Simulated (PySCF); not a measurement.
PySCF input file for ClH2Si, SMILES [SiH2]Cl (connectivity only; charge and spin as stated), charge +1, multiplicity 1, EOM-CCSD/aug-cc-pVDZ. Coordinates come from a PBE-D3(BJ)/def2-TZVP optimisation. The multiplicity is an assumed one; other spin states were not compared. The isomer is the one that the SMILES or the coordinates give; other isomers of the formula were not compared.

```python
import numpy as np
from pyscf import gto, scf, dft, cc
from pyscf.cc import eom_rccsd

mol = gto.M(
    atom='''
    Si    0.00000000    0.00000000   -0.96839033
    Cl    0.00000000   -0.00000000    0.99331895
    H     0.00000000   -1.30832943   -1.66447879
    H     0.00000000    1.30832942   -1.66447879
    ''',
    basis='aug-cc-pVDZ',
    charge=1,
    spin=0,
    max_memory=1600,
    verbose=4,
)
mf = scf.RHF(mol)
mf.conv_tol = 1e-10
mf.max_cycle = 100
mf.kernel()
mycc = cc.CCSD(mf, frozen=10)
mycc.conv_tol = 1e-8
mycc.kernel()
mycc.solve_lambda()
dip = scf.hf.dip_moment(mol, mycc.make_rdm1(ao_repr=True))
res = {}
for name, solver, nroots, keep in (('singlet', eom_rccsd.EOMEESinglet, 9, 6), ('triplet', eom_rccsd.EOMEETriplet, 6, 3), ('IP', eom_rccsd.EOMIP, 6, 5), ('EA', eom_rccsd.EOMEA, 3, 2)):
    eom = solver(mycc)
    eom.max_cycle, eom.max_space = 200, 40
    e = eom.kernel(nroots=nroots)[0]
    res[name] = (e[:keep] * 27.211386245988, all(eom.converged[:keep]))
    print(name, 'roots / eV', res[name][0].round(3))
```

Program output:

```
PySCF version 2.14.0

[INPUT] verbose = 4
[INPUT] num. atoms = 4
[INPUT] num. electrons = 32
[INPUT] charge = 1
[INPUT] spin (= nelec alpha-beta = 2S) = 0
[INPUT] symmetry False subgroup None
[INPUT] Mole.unit = angstrom
[INPUT] Symbol           X                Y                Z      unit          X                Y                Z       unit  Magmom
[INPUT]  1 Si     0.000000000000   0.000000000000  -0.968390330000 AA    0.000000000000   0.000000000000  -1.829992505377 Bohr   0.0
[INPUT]  2 Cl     0.000000000000   0.000000000000   0.993318950000 AA    0.000000000000   0.000000000000   1.877100769841 Bohr   0.0
[INPUT]  3 H      0.000000000000  -1.308329430000  -1.664478790000 AA    0.000000000000  -2.472384303408  -3.145409053247 Bohr   0.0
[INPUT]  4 H      0.000000000000   1.308329420000  -1.664478790000 AA    0.000000000000   2.472384284511  -3.145409053247 Bohr   0.0

nuclear repulsion = 80.4750935236739
number of shells = 26
number of NR pGTOs = 122
number of NR cGTOs = 72
basis = aug-cc-pVDZ
ecp = {}


[settings echo left out]
init E= -749.618371945994
  HOMO = -0.382592026982906  LUMO = -0.0599453012806679  gap/eV = 8.77966
cycle= 1 E= -749.257102628807  delta_E= 0.361  |g|= 0.398  |ddm|= 1.34
  HOMO = -0.710391573710531  LUMO = -0.29327318919378  gap/eV = 11.35037
cycle= 2 E= -749.320419377413  delta_E= -0.0633  |g|= 0.15  |ddm|= 0.588
  HOMO = -0.711825880092349  LUMO = -0.232996944006425  gap/eV = 13.02960
cycle= 3 E= -749.327681338773  delta_E= -0.00726  |g|= 0.03  |ddm|= 0.204
  HOMO = -0.700890114503909  LUMO = -0.225104005236606  gap/eV = 12.94680
cycle= 4 E= -749.328068328566  delta_E= -0.000387  |g|= 0.00604  |ddm|= 0.0683
  HOMO = -0.702975738891401  LUMO = -0.225579577693723  gap/eV = 12.99061
cycle= 5 E= -749.328088744329  delta_E= -2.04e-05  |g|= 0.00151  |ddm|= 0.0157
  HOMO = -0.702774900488746  LUMO = -0.22576104132672  gap/eV = 12.98021
cycle= 6 E= -749.328090256804  delta_E= -1.51e-06  |g|= 0.000407  |ddm|= 0.00325
  HOMO = -0.702839364867615  LUMO = -0.225772984509993  gap/eV = 12.98164
cycle= 7 E= -749.328090427073  delta_E= -1.7e-07  |g|= 0.000106  |ddm|= 0.000986
  HOMO = -0.702836674113841  LUMO = -0.225767605431151  gap/eV = 12.98171
cycle= 8 E= -749.328090439415  delta_E= -1.23e-08  |g|= 1.91e-05  |ddm|= 0.000298
  HOMO = -0.702835334042414  LUMO = -0.225767729792659  gap/eV = 12.98167
cycle= 9 E= -749.32809043979  delta_E= -3.75e-10  |g|= 4.51e-06  |ddm|= 5.62e-05
  HOMO = -0.702834988616658  LUMO = -0.225768000771362  gap/eV = 12.98165
cycle= 10 E= -749.32809043981  delta_E= -2.02e-11  |g|= 9.73e-07  |ddm|= 1.25e-05
  HOMO = -0.702834826500015  LUMO = -0.225767920707044  gap/eV = 12.98165
Extra cycle  E= -749.328090439813  delta_E= -3.64e-12  |g|= 4.75e-07  |ddm|= 1.79e-06
converged SCF energy = -749.328090439813

******** <class 'pyscf.cc.ccsd.CCSD'> ********
CC2 = 0
CCSD nocc = 6, nmo = 62
frozen orbitals 10
max_cycle = 50
direct = 0
conv_tol = 1e-08
conv_tol_normt = 1e-05
diis_space = 6
diis_start_cycle = 0
diis_start_energy_diff = 1e+09
Init t2, MP2 energy = -749.554765974918  E_corr(MP2) -0.226675535104203
Init E_corr(CCSD) = -0.226675535104368
cycle = 1  E_corr(CCSD) = -0.247227666845044  dE = -0.0205521317  norm(t1,t2) = 0.0463757
cycle = 2  E_corr(CCSD) = -0.253456252605448  dE = -0.00622858576  norm(t1,t2) = 0.0155938
cycle = 3  E_corr(CCSD) = -0.255211241360707  dE = -0.00175498876  norm(t1,t2) = 0.00843226
cycle = 4  E_corr(CCSD) = -0.2562357022942  dE = -0.00102446093  norm(t1,t2) = 0.0034543
cycle = 5  E_corr(CCSD) = -0.256060410909889  dE = 0.000175291384  norm(t1,t2) = 0.00138333
cycle = 6  E_corr(CCSD) = -0.256062907322516  dE = -2.49641263e-06  norm(t1,t2) = 0.000305621
cycle = 7  E_corr(CCSD) = -0.25607270229406  dE = -9.79497154e-06  norm(t1,t2) = 0.000108176
cycle = 8  E_corr(CCSD) = -0.25607323083866  dE = -5.285446e-07  norm(t1,t2) = 2.84296e-05
cycle = 9  E_corr(CCSD) = -0.256072480086114  dE = 7.50752545e-07  norm(t1,t2) = 9.99959e-06
cycle = 10  E_corr(CCSD) = -0.256072347749996  dE = 1.32336118e-07  norm(t1,t2) = 3.12948e-06
cycle = 11  E_corr(CCSD) = -0.256072266471061  dE = 8.12789356e-08  norm(t1,t2) = 9.9306e-07
cycle = 12  E_corr(CCSD) = -0.256072254775759  dE = 1.16953016e-08  norm(t1,t2) = 3.44838e-07
cycle = 13  E_corr(CCSD) = -0.256072248934396  dE = 5.84136373e-09  norm(t1,t2) = 1.5046e-07
CCSD converged
E(CCSD) = -749.5841626887478  E_corr = -0.2560722489343956
cycle = 1  norm(lambda1,lambda2) = 0.015165
cycle = 2  norm(lambda1,lambda2) = 0.00316454
cycle = 3  norm(lambda1,lambda2) = 0.00200025
cycle = 4  norm(lambda1,lambda2) = 0.000947374
cycle = 5  norm(lambda1,lambda2) = 0.000289714
cycle = 6  norm(lambda1,lambda2) = 9.37502e-05
cycle = 7  norm(lambda1,lambda2) = 2.70808e-05
cycle = 8  norm(lambda1,lambda2) = 7.06475e-06

WARN: System has nonzero charge 1; the dipole moment is origin-dependent.
Location of origin: [0. 0. 0.]

Dipole moment(X, Y, Z, Debye):  0.00000, -0.00000, -3.84895

******** <class 'pyscf.cc.eom_rccsd.EOMEESinglet'> ********
max_space = 40
max_cycle = 200
conv_tol = 1e-08
partition = None
EOM-CCSD root 0 E = 0.1842365170129637  qpwt = 0.93447  conv = True
EOM-CCSD root 1 E = 0.2399903171836635  qpwt = 0.898821  conv = True
EOM-CCSD root 2 E = 0.2651142319195736  qpwt = 0.933249  conv = True
EOM-CCSD root 3 E = 0.2700979700972616  qpwt = 0.933252  conv = True
EOM-CCSD root 4 E = 0.2987845085047506  qpwt = 0.935582  conv = True
EOM-CCSD root 5 E = 0.3234971126653888  qpwt = 0.927357  conv = True
EOM-CCSD root 6 E = 0.3531091557847222  qpwt = 0.93132  conv = True
EOM-CCSD root 7 E = 0.3908502547803444  qpwt = 0.92636  conv = True
EOM-CCSD root 8 E = 0.3909564473981267  qpwt = 0.924894  conv = True
singlet roots / eV [5.013 6.53  7.214 7.35  8.13  8.803]

******** <class 'pyscf.cc.eom_rccsd.EOMEETriplet'> ********
max_space = 40
max_cycle = 200
conv_tol = 1e-08
partition = None
EOM-CCSD root 0 E = 0.1784250469505708  qpwt = 0.929854  conv = True
EOM-CCSD root 1 E = 0.2014583843465074  qpwt = 0.934397  conv = True
EOM-CCSD root 2 E = 0.2480745782176443  qpwt = 0.932193  conv = True
EOM-CCSD root 3 E = 0.2501746812590578  qpwt = 0.931004  conv = True
EOM-CCSD root 4 E = 0.2703937085425553  qpwt = 0.933062  conv = True
EOM-CCSD root 5 E = 0.3015139941019555  qpwt = 0.932128  conv = True
triplet roots / eV [4.855 5.482 6.75 ]

******** <class 'pyscf.cc.eom_rccsd.EOMIP'> ********
max_space = 40
max_cycle = 200
conv_tol = 1e-08
partition = None
EOM-CCSD root 0 E = 0.6798809086569846  qpwt = 0.957153  conv = True
EOM-CCSD root 1 E = 0.7100498605978777  qpwt = 0.953528  conv = True
EOM-CCSD root 2 E = 0.7702165500209655  qpwt = 0.95285  conv = True
EOM-CCSD root 3 E = 0.772936875071741  qpwt = 0.941291  conv = True
EOM-CCSD root 4 E = 0.9216361615035678  qpwt = 0.877446  conv = True
EOM-CCSD root 5 E = 0.9976358217393875  qpwt = 4.66543e-05  conv = True
IP roots / eV [18.501 19.321 20.959 21.033 25.079]

******** <class 'pyscf.cc.eom_rccsd.EOMEA'> ********
max_space = 40
max_cycle = 200
conv_tol = 1e-08
partition = None
EOM-CCSD root 0 E = -0.2646008797220988  qpwt = 0.967501  conv = True
EOM-CCSD root 1 E = -0.1608303342788066  qpwt = 0.964978  conv = True
EOM-CCSD root 2 E = -0.1291401051992807  qpwt = 0.976643  conv = True
EA roots / eV [-7.2   -4.376]
```

The run converged.

Cost: around 27 core-seconds (rough).
